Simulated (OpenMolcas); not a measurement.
## Pd4+ in a point-charge field

Pd4+ among 4 point charges of -0.5 e arranged as a tetrahedron (Td), 1.92 Å from the ion.

| Item | Value |
| --- | --- |
| Program | OpenMolcas |
| Method | CASSCF |
| Basis | ANO-RCC-VDZP [6s5p3d1f] |
| Scalar Hamiltonian | DKH2, point nucleus |
| Active space | 6 electrons in 5 orbitals (4d) |
| State averaging | 2S+1 = 5 even, 5 roots; 2S+1 = 3 even, 45 roots; 2S+1 = 1 even, 50 roots |
| Spin-orbit coupling | state interaction with AMFI integrals over the reference wave functions |

The lowest spin-free states (labels of Td), above the lowest:

```tsv
State	Degeneracy	E (cm-1)	Free-ion L (%)
5E	2	0.0	D (100)
5T2	3	834.0	D (100)
3T1	3	21044	H (97)
3E	2	21241	H (100)
3T2	3	21738	H (98)
3T1	3	21917	H (97)
3T1	3	24006	P (76)
3A2	1	24423	F (100)
3T2	3	24689	F (97)
3T1	3	25202	F (79)
3A1	1	26315	G (100)
3T1	3	26635	G (97)
3E	2	26709	G (100)
3T2	3	27233	G (99)
1E	2	31482	I (98)
1T2	3	31550	I (98)
1A2	1	31773	I (100)
1T2	3	32332	I (96)
1T1	3	32374	I (92)
1A1	1	32399	I (88)
```

The lowest levels with spin-orbit coupling:

| E (cm-1) | Degeneracy | Label | 2S+1 |
| --- | --- | --- | --- |
| 0.0 | 1 | A1 | 5 |
| 67.1 | 3 | T1 | 5 |
| 120.5 | 2 | E | 5 |
| 286.8 | 3 | T2 | 5 |
| 1870 | 1 | A2 | 5 |
| 2261 | 3 | T2 | 5 |
| 2615 | 3 | T1 | 5 |
| 3465 | 2 | E | 5 |
| 3730 | 3 | T2 | 5 |
| 4414 | 3 | T1 | 5 |
| 4785 | 1 | A1 | 5 |
| 21693 | 3 | T2 | 3 |
| 21786 | 1 | A1 | 3 |
| 21878 | 3 | T1 | 3 |
| 22117 | 3 | T2 | 3 |
| 22159 | 2 | E | 3 |
| 22482 | 1 | A2 | 3 |
| 22493 | 2 | E | 3 |
| 22507 | 3 | T2 | 3 |
| 22538 | 3 | T1 | 3 |

Powder χT (cm3 K/mol): 0.233 at 2 K, 1.17 at 10 K, 4.25 at 50 K, 5.02 at 100 K, 5.37 at 200 K, 5.46 at 300 K. The effective moment at 300 K is 2.828 √(χT) = 6.61 μB.

The lowest level has 2S+1 = 5, for which the spin-only value is χT = S(S+1) / 2 = 3.000 cm3 K/mol (g = 2). The computed 5.463 at 300 K differs by +2.463, through orbital momentum, spin-orbit coupling and any other state in reach.

Spin-orbit coupling mixes the spin-free states strongly: the lowest level takes only 67 % from its leading state, 5E. An orbital doublet at a regular site is open to a Jahn-Teller distortion, which this geometry leaves out. Without dynamic correlation the repulsion within the d shell is too large (B by tens of per cent), so at a given field states of lower spin stand too high. Point charges give a weaker field than real ligands, and real ions of this kind are as a rule low spin; the high spin found here belongs to the model. The ground term spreads over less than 5000 cm-1, several times less than with real ligands, so orbital moments are less quenched and χT lies further from the spin-only value than at real sites. Point charges carry no covalency, so the field is a model and not that of real ligands. No measured value stands beside these numbers.

The RASSCF and RASSI steps took 26 s on 1 thread of Arm Neoverse V1, on a shared host; the integral step is not counted.
